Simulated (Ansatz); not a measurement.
Geometry optimisation, Ansatz, RHF/def2-SVP.

The input (input.yaml):

```yaml
crystal:
  periodic: [false, false, false]
  atoms:
    - { symbol: Ge, position_ang: [0.194555, 0.0, 0.137897] }
    - { symbol: H, position_ang: [0.5716, 0.0, 1.599917] }
    - { symbol: H, position_ang: [1.698614, 0.0, 0.005866] }
    - { symbol: F, position_ang: [-0.655735, 1.342644, -0.46369] }
    - { symbol: F, position_ang: [-0.655735, -1.342644, -0.46369] }
basis:
  gaussian: { orbitals: def2-SVP }
hamiltonian:
  xc: hf
relax:
  f_tol: 0.03
  max_steps: 50
```

Launched with:

```bash
$ ansatz run input.yaml --threads 1 --pin off --max-ram 2048MiB --backend cpu --events-out ev --progress --plain --runs-dir out
```

**Question.** Where does it end, and by what steps?

**Answer.** The run converged. After 4 steps the energy has fallen by 0.944 eV; H2 moved furthest, 0.39 Å.

```
step  energy less start (eV)  largest force component (eV/Å)  accepted
   0                  0.0000                           2.148       yes
   1                 -0.6921                           1.040       yes
   2                 -0.9119                           0.501       yes
   3                 -0.9440                           0.053       yes
   4                 -0.9441                           0.018       yes
```

```xyz
5
Properties=species:S:1:pos:R:3
Ge 0.317 0.000 0.225
H 0.201 0.000 1.736
H 1.704 0.000 -0.388
F -0.535 1.357 -0.378
F -0.535 -1.357 -0.378
```

The run took 5.9 s on 1 thread of Arm Neoverse V2, with other jobs on the host, peak memory 0.12 GiB.
